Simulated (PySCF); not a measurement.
**Polarisability and C₆ of V (vanadium, neutral)**

[Ar] 3d3 4s2, high-spin 4F determinant. All numbers are calculated (PySCF 2.14, no relativity, point nucleus, in aug-cc-pVDZ (7s6p4d2f, 59 functions)). Coupled (time-dependent) response in atomic units; α is the mean over directions. A double-zeta set is small for polarisabilities.

| method | mean α (bohr³) | C₆ (like pair) | S(−4) |
| --- | --- | --- | --- |
| HSE06 | 95.52 | 1034 | 5171 |

S(−4) is the Cauchy moment in α(ω) = α(0) + S(−4) ω² + …

Reference α: 87 ± 10 bohr³ (recommended; Schwerdtfeger and Nagle, table of static dipole polarizabilities (2023 update)). Published C₆: 832.0 (Chu and Dalgarno (2004); Tang, Norbeck and Certain (1976)).

α(iu) at HSE06:

```csv
u (hartree),α(iu) (bohr³)
0,95.52
0.0500,84.55
0.100,64.27
0.200,34.76
0.300,20.85
0.500,10.20
0.750,5.775
1.00,3.903
1.50,2.267
2.00,1.524
3.00,0.8288
5.00,0.3493
```
